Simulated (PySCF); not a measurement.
**Continuum solvent and chemical shifts**

Atom-mapped SMILES (the numbers label the heavy atoms): `[CH3:1][c:2]1[cH:3][c:4]([SiH3:5])[c:6]([CH3:7])[pH:8]1`. Hydrogens are named by the atom that carries them.

GIAO PBE0/pcSseg-1 in PySCF on one PBE0-D3(BJ)/def2-SVP conformer, non-relativistic, equivalent nuclei averaged. Solvents enter as an IEF-PCM continuum (benzene with ε = 2.3, chloroform with ε = 4.7) around the gas-phase geometry. Shifts are referred to TMS computed in the same medium.

Gas phase, δ in ppm: C6 168.6, C2 152.1, C3 148.7, C4 143.4, C7 20.6, C1 19.5, Si5 -82.0, H(C3) 6.74, H(P8) 5.30, H(Si5) 4.33, H(C7) 2.37, H(C1) 2.27. Dipole moment 0.89 D.

Question: How does each δ change in the continuum?

Answer: 
| atoms | environment | Δδ, benzene | Δδ, chloroform |
| --- | --- | --- | --- |
| C6 | unsaturated ring carbon | +1.5 | +2.5 |
| C2 | unsaturated ring carbon | +1.1 | +1.9 |
| C3 | unsaturated ring CH | +0.2 | +0.4 |
| C4 | unsaturated ring carbon | -0.1 | -0.1 |
| C7 | methyl carbon on an unsaturated ring | +0.3 | +0.6 |
| C1 | methyl carbon on an unsaturated ring | +0.2 | +0.3 |
| Si5 | silicon bonded to C, 3 H | 0.0 | -0.1 |
| H(C3) | hydrogen on a unsaturated ring CH | +0.05 | +0.08 |
| H(P8) | hydrogen on a ring phosphorus | +0.11 | +0.19 |
| H(Si5) | hydrogen on a silicon bonded to C | -0.02 | -0.04 |
| H(C7) | hydrogen on a methyl carbon on an unsaturated ring | +0.04 | +0.06 |
| H(C1) | hydrogen on a methyl carbon on an unsaturated ring | +0.03 | +0.05 |

Changes are relative to the gas phase. The dipole moment becomes 1.03 D in benzene, 1.13 D in chloroform.

Question: Which of the listed nuclei move most (in ppm), and what does the model miss?

Answer: C6 (unsaturated ring carbon, +2.5 ppm) in chloroform. A continuum only polarises the solute; specific hydrogen bonds, the anisotropy of aromatic solvents and changes of geometry or conformer are outside it.
